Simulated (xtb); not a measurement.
Cl2O2W, triplet, geometry from GFN2-xTB (such geometries of metal compounds can be far from the true shape) (the multiplicity is a formal guess); GFN0-xTB in xtb.

Input for xtb:
```
$ xtb mol.xyz --gfn 0 --uhf 2 --json

# file mol.xyz
5

W      0.37433821    -0.07415431     0.12270466
O      1.49271735    -0.62827810    -1.01392940
O      0.74820365     0.18436419     1.74848290
Cl    -0.97950147     1.60541944    -0.73627097
Cl    -1.70452181    -1.07372945    -0.14352742
```

The log (banner, timings and long lists left out):

```
   ID    Z sym.   atoms
    1   74 W      1
    2    8 O      2, 3
    3   17 Cl     4, 5

           -------------------------------------------------
          |                Calculation Setup                |
           -------------------------------------------------

           -------------------------------------------------
          |                 G F N 0 - x T B                 |
           -------------------------------------------------

          ...................................................
          :                      SETUP                      :
          :.................................................:
          :  # basis functions                  38          :
          :  # atomic orbitals                  35          :
          :  # shells                           13          :
          :  # electrons                        32          :
          :  electronic temp.          300.0000000     K    :
          :  accuracy                    1.0000000          :
          :  -> integral cutoff          0.2500000E+02      :
          :  -> integral neglect         0.1000000E-07      :
          ...................................................

         :::::::::::::::::::::::::::::::::::::::::::::::::::::
         ::                     SUMMARY                     ::
         :::::::::::::::::::::::::::::::::::::::::::::::::::::
         :: total energy             -17.748129405710 Eh    ::
         :: gradient norm              0.029508152945 Eh/a0 ::
         :: HOMO-LUMO gap              1.912750996345 eV    ::
         ::.................................................::
         :: H0 energy                -17.282805672960 Eh    ::
         :: repulsion energy           0.050254982154 Eh    ::
         :: electrostat energy        -0.513826726907 Eh    ::
         :: -> Gsolv                   0.000000000000 Eh    ::
         ::    -> Gsasa                0.000000000000 Eh    ::
         ::    -> Gshift               0.000000000000 Eh    ::
         :: dispersion energy         -0.001751987998 Eh    ::
         :: short-range corr.          0.000000000000 Eh    ::
         :: add. restraining           0.000000000000 Eh    ::
         :: total charge              -0.000000000000 e     ::
         :::::::::::::::::::::::::::::::::::::::::::::::::::::

           -------------------------------------------------
          |                Property Printout                |
           -------------------------------------------------

    * Orbital Energies and Occupations

         #    Occupation            Energy/Eh            Energy/eV
      -------------------------------------------------------------
         1        2.0000           -0.9810949             -26.6969
       ...           ...                  ...                  ...
         5        2.0000           -0.4874807             -13.2650
         6        2.0000           -0.4704009             -12.8003
         7        2.0000           -0.4702359             -12.7958
         8        2.0000           -0.4686980             -12.7539
         9        2.0000           -0.4649282             -12.6513
        10        2.0000           -0.4633996             -12.6097
        11        2.0000           -0.4461744             -12.1410
        12        2.0000           -0.4438040             -12.0765
        13        2.0000           -0.4432913             -12.0626
        14        2.0000           -0.4411119             -12.0033
        15        1.9634           -0.4310145             -11.7285
        16        1.0366           -0.4247990             -11.5594
        17        1.0000           -0.2823894              -7.6842 (HOMO)
        18                         -0.2120971              -5.7715 (LUMO)
        19                         -0.2024342              -5.5085
        20                         -0.1660203              -4.5176
        21                         -0.1550063              -4.2179
        22                         -0.0696983              -1.8966
        23                         -0.0657654              -1.7896
        24                         -0.0621139              -1.6902
        25                         -0.0599810              -1.6322
        26                         -0.0493716              -1.3435
        27                         -0.0413848              -1.1261
        28                         -0.0355980              -0.9687
       ...                                ...                  ...
        35                          1.3825665              37.6216
      -------------------------------------------------------------
                  HL-Gap            0.0702923 Eh            1.9128 eV
             Fermi-level            0.0000000 Eh            0.0000 eV

     #   Z          covCN         q      C6AA      α(0)
     1  74 W        3.376     1.736   298.250    39.664
     2   8 O        0.830    -0.680    28.087     7.111
     3   8 O        0.830    -0.680    28.087     7.111
     4  17 Cl       1.067    -0.188   103.055    15.518
     5  17 Cl       1.067    -0.188   103.055    15.518

 Mol. C6AA /au·bohr⁶  :       2256.005895
 Mol. C8AA /au·bohr⁸  :     154081.738712
 Mol. α(0) /au        :         84.922147

Wiberg/Mayer (AO) data.
largest (>0.10) Wiberg bond orders for each atom

 ---------------------------------------------------------------------------
     #   Z sym  total        # sym  WBO       # sym  WBO       # sym  WBO
 ---------------------------------------------------------------------------
     1  74 W    4.512 --     2 O    1.520     3 O    1.520     5 Cl   0.736
                             4 Cl   0.736
     2   8 O    1.660 --     1 W    1.520
     3   8 O    1.660 --     1 W    1.520
     4  17 Cl   1.192 --     1 W    0.736     5 Cl   0.361
     5  17 Cl   1.192 --     1 W    0.736     4 Cl   0.361
 ---------------------------------------------------------------------------

Topologies differ in total number of bonds
Writing topology from bond orders to xtbtopo.mol

 dipole moment from electron density (au)
     X       Y       Z
  -2.0818   0.4124  -0.6824  total (Debye):    5.666

           -------------------------------------------------
          | TOTAL ENERGY              -17.748129405710 Eh   |
          | GRADIENT NORM               0.029508152945 Eh/α |
          | HOMO-LUMO GAP               1.912750996345 eV   |
           -------------------------------------------------

normal termination of xtb
```
